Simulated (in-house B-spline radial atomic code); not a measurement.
## Ionising the nickel ion Ni⁶⁺ with different functionals

Computed with a B-spline radial code for spherical atoms: scalar-relativistic (spin-free X2C) Hamiltonian, Fermi nucleus of rms radius 3.7757 fm, spin-polarised at highest spin, spherical fractional occupations for the functionals, and exact exchange of hybrids averaged over the configuration. The ionisation energy is the difference of two self-consistent energies, [Ar] 3d4 → [Ar] 3d3, without Breit or QED terms; ε is the level of the shell that loses the electron (its least bound occupied spin orbital).

```csv
method,rung,ΔSCF (eV),-ε(3d) (eV)
PBE0,global hybrid,134.35,124.63
B3LYP,global hybrid,134.39,123.87
TPSSh,global hybrid,134.21,122.17
BHandHLYP,global hybrid,134.28,128.46
r2SCAN0,global hybrid,134.79,125.17
B97-1,global hybrid,134.24,123.88
HSE06,range-separated hybrid,134.27,124.13
wB97X,range-separated hybrid,133.92,126.48
CAM-B3LYP,range-separated hybrid,134.35,125.89
LC-wPBE,range-separated hybrid,134.26,126.37
```

Among the functionals, which spreads more, the ΔSCF values or the orbital energies?

The orbital energies: ΔSCF values span about 0.87 eV and the orbital energies 6.29 eV; here energy differences depend much less on the functional than eigenvalues do.

How do they compare with the NIST value?

NIST lists 132 eV ± 2 (tabulated theory, ground level to ground level). Errors run from +1.92 to +2.79 eV; all lie within about twice that uncertainty, so the table can't rank the methods.
